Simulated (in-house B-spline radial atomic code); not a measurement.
Settings and results of a run for Sr VI (Sr5+). Computed with an all-electron radial atomic-structure program (B-spline basis): scalar-relativistic (X2C) r2SCAN0, spin-polarised, spherical fractional occupations, exact exchange averaged over the configuration, Fermi nucleus of rms radius 4.224 fm.

Command:
```bash
python run_scf.py task.json out
```
Settings (nuclear radius in fm, mass in u):
```
Z                38
configuration    [Ar] 3d10 4s2 4p3
hamiltonian      x2c
method           r2scan0
spin_polarised   True
nucleus          fermi
rms_radius       4.224
atomic_mass      87.90561
speed_of_light   137.035999084
exact_exchange   averaged over the configuration
```

Output (hartree, bohr):
```
 radial grid: 67 intervals, B-splines of order 8, outer radius 18.2456 bohr

 iter        energy (Eh)    residual
    1       -3172.397675    8.11e-02
    2       -3172.404278    1.93e-03
    3       -3172.404308    1.16e-03
    4       -3172.404310    6.06e-04
    5       -3172.404311    2.89e-05
    6       -3172.404311    1.68e-05
    7       -3172.404311    2.44e-06
    8       -3172.404311    3.37e-07

 total energy                     -3172.40431
 kinetic                            3267.7841
 electron-nucleus                  -7576.3916
 Hartree                            1240.2165
 exact exchange                      -25.5739
 exchange-correlation                -78.4395

 orbital      occ     eigenvalue          <r>       <r^2>       <1/r>       r_max
 1s up      1.000      -591.0706    0.0387126   0.0020315     40.0559     0.02501
 1s down    1.000      -591.0457    0.0387112  0.00203136      40.057     0.02501
 2s up      1.000       -83.0978      0.17189   0.0349121     8.91028      0.1449
 2s down    1.000       -83.0895     0.171878   0.0349048     8.91003      0.1449
 2p up      3.000       -74.0212     0.150186    0.027605     8.51715      0.1159
 2p down    3.000       -73.9990     0.150205   0.0276105      8.5158      0.1159
 3s up      1.000       -15.3205     0.489649    0.275229     2.96701      0.4348
 3s down    1.000       -15.2940     0.489738     0.27513     2.96383      0.4351
 3p up      3.000       -12.3403      0.49623    0.287346     2.77872      0.4301
 3p down    3.000       -12.3057     0.496358    0.287225     2.77571      0.4306
 3d up      5.000        -7.4229     0.495737    0.298756     2.51382      0.3773
 3d down    5.000        -7.3928     0.493793    0.295581     2.51888      0.3774
 4s up      1.000        -3.9047      1.27642     1.83097     1.05486       1.158
 4s down    1.000        -3.6337      1.27762     1.83901     1.05791       1.154
 4p up      3.000        -3.0952      1.39469     2.19616    0.949059       1.256

 Slater integrals (Eh)
   F0(4s up,4s up)               0.703946
   F0(4s up,4s down)             0.703666
   F0(4s up,4p up)               0.671763
   G1(4s up,4p up)               0.460526
   F0(4s down,4s down)           0.703391
   F0(4s down,4p up)             0.671458
   F0(4p up,4p up)               0.644405
   F2(4p up,4p up)               0.345381
```

Run time, properties included: 0.92 s on 1 thread of Arm Neoverse N1, on a shared host.

One-electron X2C: radii and densities carry no picture-change correction, so inner-shell <1/r> comes out high (for 1s by about 2 % at Z = 33, 5 % at 54, 10 % at 75, 30 % at 118) and <r> low.
